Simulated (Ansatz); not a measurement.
Stepwise reaction of `[SH][Hf]([SH])([SH])[SH]` with hydrogen fluoride, as a gas-phase model of exchange steps in deposition or etching. ΔE in kJ/mol; ΔG adds harmonic PBE0-D4 terms to CCSD(T)/CBS, at 1 bar.

Gas-phase electronic energies from Ansatz, PBE0-D4/def2-TZVP geometries. CCSD(T)/CBS is the MP2 limit (def2-TZVPP, def2-QZVPP) plus CCSD(T) − MP2 in def2-TZVPP, frozen cores. This one scheme is used for every species. Functionals use def2-TZVPP. B3LYP here is the variant with VWN-RPA as its local correlation; programs differ in this. Elements past krypton have def2 core potentials. For Hf outer-core shells are correlated without core-valence functions, which leaves a few kJ/mol of doubt a bond. Each species was taken in one conformer, which may not be the lowest.

| step | reaction | PBE-D4 | B3LYP-D4 | ωB97M-V | CCSD(T)/CBS | ΔG(500 K) |
| --- | --- | --- | --- | --- | --- | --- |
| 1 | `[SH][Hf]([SH])([SH])[SH]` + H–F → `[F][Hf]([SH])([SH])[SH]` + H₂S | -86.9 | -94.1 | -94.6 | -80.3 | -81.9 |
| 2 | `[F][Hf]([SH])([SH])[SH]` + H–F → `[F][Hf]([F])([SH])[SH]` + H₂S | -82.0 | -88.9 | -90.9 | -77.4 | -88.4 |
| 3 | `[F][Hf]([F])([SH])[SH]` + H–F → `[F][Hf]([F])([F])[SH]` + H₂S | -84.3 | -91.3 | -90.8 | -79.9 | -91.7 |
| 4 | `[F][Hf]([F])([F])[SH]` + H–F → `[F][Hf]([F])([F])[F]` + H₂S | -86.5 | -93.6 | -92.1 | -82.9 | -74.7 |

Task: By hand: ΔE of the 4 steps together at CCSD(T)/CBS.

Result: (-80.3) + (-77.4) + (-79.9) + (-82.9) = -320.5 kJ/mol, or -80.1 kJ/mol a step.

In ΔE step 4 is the lowest and step 2 the highest. All are downhill at CCSD(T)/CBS. ΔG lies between -91.7 and -74.7 kJ/mol a step. PBE-D4 differs from CCSD(T)/CBS by -6.6 to -3.6 kJ/mol a step. Isolated molecules leave out the surface, adducts and barriers. Largest T1 diagnostic: 0.017.
